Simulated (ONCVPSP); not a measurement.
# What one change does to a pseudopotential (Br (Z = 35), ONCV)

```
Element                 : bromine (Br)
Generator               : ONCVPSP 4.0.1
Type                    : optimised norm-conserving Vanderbilt (ONCV)
Functional              : Wu-Cohen
Relativity              : scalar-relativistic
Frozen core             : [Ar]
Valence charge          : 17
Reference configuration : 3d10 4s2 4p4 (charge +1)
Partial waves           : 4s: rc 1.35 bohr, ncon 4, nbas 8, qcut 4.9 1/bohr, 3 projectors, debl 2.1 Ha; 4p: rc 1.40 bohr, ncon 4, nbas 7, qcut 6.1 1/bohr, 2 projectors, debl 2.9 Ha; 3d: rc 0.55 bohr, ncon 4, nbas 8, qcut 15.8 1/bohr, 2 projectors, debl 3.5 Ha
Local potential         : polynomial inside 0.40 bohr (lpopt 5, dvloc0 -1 Ha)
Core correction         : none
```

All-electron outer shells of the reference configuration (Wu-Cohen, scalar-relativistic, ld1.x):

```tsv
shell	level (eV)	outermost node (bohr)	outermost maximum (bohr)
3s	-248.98	0.23	0.48
3p	-184.58	0.21	0.48
3d	-77.93	–	0.43
4s	-30.44	0.67	1.41
4p	-17.49	0.70	1.62
```

Change: p: qcut 9.

Cutoffs: the cutoffs (Ha) at which the residual kinetic energy of the hardest occupied pseudo-wave falls to 1 and 0.1 mHa per electron; they do not see the model core or the augmentation charge, which bear on the density cutoff. Errors are all-electron minus pseudo energies relative to the spin-unpolarised reference configuration.

Task: How do hardness, ghosts and transferability respond?

Result: The potential gets neither clearly harder nor softer (802 Ha and 1064 Ha → 802 Ha and 1064 Ha); both files keep a bound ghost (p, s); of the 4 tests that both files solve, the error grows in 2 and shrinks in 2 by more than 15 % and 0.3 meV (median size 2.4 → 3.2 meV).

```tsv
quantity	base	changed
cutoff, loose	802 Ha	802 Ha
cutoff, tight	1064 Ha	1064 Ha
loose cutoff by channel	s 14 Ha, p 13 Ha, d 802 Ha	s 14 Ha, p 25 Ha, d 802 Ha
bound ghosts	s, p	s, p
GHOST(+) flags under 300 eV	none	none
error for 3d10 4s2 4p5, meV [ΔE -12.56 eV]	+2.4	+2.0
error for 3d10 4s2 4p3, meV [ΔE 22.79 eV]	-2.4	-3.1
error for 3d10 4s2 4p2, meV [ΔE 56.85 eV]	-0.3	-3.3
error for 3d10 4s2 4p1, meV [ΔE 102.98 eV]	+14	+7.6
s: phases at 1.37 bohr within 0.05 rad from the reference energy up to (Ha; the scan ends near 5)	to the end of the scan	to the end of the scan
p: phases at 1.42 bohr within 0.05 rad from the reference energy up to (Ha; the scan ends near 5)	to the end of the scan	to the end of the scan
d: phases at 0.56 bohr within 0.05 rad from the reference energy up to (Ha; the scan ends near 5)	to the end of the scan	to the end of the scan
```

 A true bound ghost makes a file unfit for plane-wave use even where its test errors are small: the radial tests pick states by their node count and pass the ghost by.
